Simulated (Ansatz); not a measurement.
Species: C4H8O, SMILES `C=CCOC` (C–C–C–O torsion -129°, C–C–O–C torsion -177°) (charge 0, multiplicity 1).

Problem. Give a relaxed geometry from B3LYP-D3(BJ)/def2-TZVP run with Ansatz (a program for electronic structure).

Solution. This is not unique; one that fits is the end point of this relaxation, one of several conformers (outside a Z-matrix the atoms follow the SMILES, hydrogens last).
Z-matrix (Å, degrees):
```
C
H 1 1.0989
H 1 1.1019 2 107.34
O 1 1.4174 2 110.62 3 -119.14
C 4 1.4099 1 112.60 2 61.66
H 5 1.0889 4 107.36 1 179.25
H 5 1.0980 6 109.02 4 -120.92
H 5 1.0983 6 109.08 7 -118.20
C 1 1.4924 2 110.59 3 119.92
C 9 1.3254 1 124.28 2 -6.91
H 10 1.0823 9 121.65 1 -178.09
H 10 1.0844 11 116.81 9 -179.94
H 9 1.0857 10 120.40 11 1.00
```
